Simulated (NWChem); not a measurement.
System meant: CH4STe; SMILES S(C)[TeH]

NWChem input:

```
start job
memory heap 200 mb stack 900 mb global 1100 mb
geometry units angstroms noautoz
  Te    -0.000595     0.855561     0.023222
  H      0.171439     1.017003    -1.634602
  S     -0.665888    -1.455042    -0.003748
  C      0.911285    -2.353908     0.023452
  H      1.489239    -2.186467    -0.895694
  H      0.639739    -3.419369     0.085217
  H      1.514713    -2.088540     0.901994
end
basis spherical
  * library def2-svp
end
dft
  xc xpbe96 cpbe96
  iterations 150
  mulliken
end
task dft energy
```

End of the output:

```
             Grid Information
             ----------------
          Grid used for XC integration:  medium
          Radial quadrature: Mura-Knowles
          Angular quadrature: Lebedev.
          Tag              B.-S. Rad. Rad. Pts. Rad. Cut. Ang. Pts.
          ---              ---------- --------- --------- ---------
          Te                  1.40      123          11.0       590
          H                   0.35       45          12.0       434
          S                   1.00       88           9.0       590
          C                   0.70       49          10.0       434
          Grid pruning is: on
          Number of quadrature shells:   440
          Spatial weights used:  Erf1

          Convergence Information
          -----------------------
          Convergence aids based upon iterative change in
          total energy or number of iterations.
          Levelshifting, if invoked, occurs when the
          HOMO/LUMO gap drops below (HL_TOL):  1.00D-02
          DIIS, if invoked, will attempt to extrapolate
          using up to (NFOCK): 10 stored Fock matrices.

                    Damping( 0%)  Levelshifting(0.5)       DIIS
                  --------------- ------------------- ---------------
          dE  on:    start            ASAP                start
          dE off:    2 iters        150 iters           150 iters

      Screening Tolerance Information
      -------------------------------
          Density screening/tol_rho:  1.00D-10
          AO Gaussian exp screening on grid/accAOfunc:  14
          CD Gaussian exp screening on grid/accCDfunc:  20
          XC Gaussian exp screening on grid/accXCfunc:  20
          Schwarz screening/accCoul:  1.00D-08

      Superposition of Atomic Density Guess
      -------------------------------------

      charge =      52.0 Te (Tellurium)

      symmetry species            s     p     d     f
      number of basis functions =10     7     6
      number of cont. functions = 4     4     2
      number of closed shells   = 5     3     2
      number of open shells     = 0     1     0
      open shell occupation     = 0     4     0
 ------------------------------------------------------------------------
 atomscf:atomd: error in atom scf                   0
 ------------------------------------------------------------------------
 ------------------------------------------------------------------------
  current input line :
    20: task dft energy
 ------------------------------------------------------------------------
 ------------------------------------------------------------------------
 This error has not yet been assigned to a category
 ------------------------------------------------------------------------
 For more information see the NWChem manual at https://nwchemgit.github.io

0:atomscf:atomd: error in atom scf:Received an Error in Communication
```

Q: Find the fault in this run and fix the input.

A: The program stopped with an error. Cause: the def2 basis of a heavy element holds valence functions alone and wants its effective core potential (without it all electrons must fit into that basis). This input runs:
```
start job
memory heap 200 mb stack 900 mb global 1100 mb
geometry units angstroms noautoz
  Te    -0.000595     0.855561     0.023222
  H      0.171439     1.017003    -1.634602
  S     -0.665888    -1.455042    -0.003748
  C      0.911285    -2.353908     0.023452
  H      1.489239    -2.186467    -0.895694
  H      0.639739    -3.419369     0.085217
  H      1.514713    -2.088540     0.901994
end
basis spherical
  * library def2-svp
end
ecp
  Te library def2-ecp
end
dft
  xc xpbe96 cpbe96
  iterations 150
  mulliken
end
task dft energy
```
It converges to -706.32749 Ha (PBE/def2-SVP with def2 effective core potentials on Te).
